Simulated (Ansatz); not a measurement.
A structure relaxed at PBE-D4/def2-SVP in Ansatz, charge 0, singlet:

```xyz
5

Pb    1.382   -0.224    1.281
Pb   -1.627   -0.661   -0.721
O    -0.265    1.031   -1.088
O     0.882    1.198   -0.324
O    -0.372   -1.344    0.852
```

Give its formula and point group.

Pb2O3. Point group C2v (tolerance 0.1 Å).

Summarise the bond lengths by kind (pairs closer than 1.2 times the sum of covalent radii, bridged metal pairs left out).

4 × O–Pb 2.12 to 2.20 Å; 1 × O–O 1.39 Å.

In the def2 sets Pb takes a core potential; there is no spin–orbit coupling. The structure holds 1 bond(s) between oxygen atoms. Another isomer (singlet) lies 0.21 eV lower at PBE0-D4/def2-TZVP; other spin states weren't run for this one.
